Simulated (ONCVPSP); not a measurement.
**What one change does to a pseudopotential (iridium, ONCV)**

* Element: Ir (Z = 77)
* Generator: ONCVPSP 4.0.1
* Type: optimised norm-conserving Vanderbilt (ONCV)
* Functional: PBEsol
* Relativity: scalar-relativistic
* Frozen core: [Xe]
* Valence charge: 23
* Reference configuration: 4f14 5d7 6s2
* Partial waves: 6s: rc 2.60 bohr, ncon 3, nbas 7, qcut 3.2 1/bohr, 3 projectors, debl 2.9 Ha; p scattering state at 0.07 Ha: rc 2.60 bohr, ncon 4, nbas 9, qcut 3.1 1/bohr, 2 projectors, debl 2.3 Ha; 5d: rc 1.85 bohr, ncon 4, nbas 9, qcut 8.5 1/bohr, 2 projectors, debl 3.1 Ha; 4f: rc 0.85 bohr, ncon 4, nbas 9, qcut 16.7 1/bohr, 2 projectors, debl 1 Ha
* Local potential: polynomial inside 0.65 bohr (lpopt 5, dvloc0 1 Ha)
* Core correction: none

In the p channel the program set the typed energies aside and used 0.050, 2.350 Ha. In the f channel the program set the typed energies aside and used -2.287, 0.250 Ha.

Change: core [Kr] 4d10 4f14, valence charge 17; reference 5s2 5p6 5d7 6s1.75 6p0.25; waves now 5s+6s: rc 1.80 bohr, ncon 4, nbas 7, qcut 5.2 1/bohr, 2 projectors; 5p+6p: rc 1.55 bohr, ncon 3, nbas 7, qcut 8.5 1/bohr, 2 projectors; 5d: rc 1.80 bohr, ncon 3, nbas 7, qcut 9.5 1/bohr, 3 projectors, debl 2.1 Ha; local potential polynomial inside 1.10 bohr (lpopt 5, dvloc0 -1 Ha).

Cutoffs: the cutoffs (Ha) at which the residual kinetic energy of the hardest occupied pseudo-wave falls to 1 and 0.1 mHa per electron; they do not see the model core or the augmentation charge, which bear on the density cutoff. Errors are all-electron minus pseudo energies relative to the spin-unpolarised reference configuration.

Problem. What does the change do?

Solution. The potential gets softer (338 Ha and 502 Ha → 23 Ha and 41 Ha); the bound ghost in p, s disappears; the lowest positive-energy flag moves from s at 16.6 eV to s at 52.7 eV; the number of tests with a reliable result goes from 4 to 3. The shells moved into the core no longer need plane waves of their own. Several settings change at once here, so the effects cannot be laid on one of them.

```csv
quantity,base,changed
"cutoff, loose",338 Ha,23 Ha
"cutoff, tight",502 Ha,41 Ha
bound ghosts,"s, p",none
GHOST(+) flags under 300 eV,"s at 16.6 eV, p at 21.5 eV, d at 226.7 eV",s at 52.7 eV
tests with a reliable result,4 of 4,3 of 4
```

 A true bound ghost makes a file unfit for plane-wave use even where its test errors are small: the radial tests pick states by their node count and pass the ghost by.
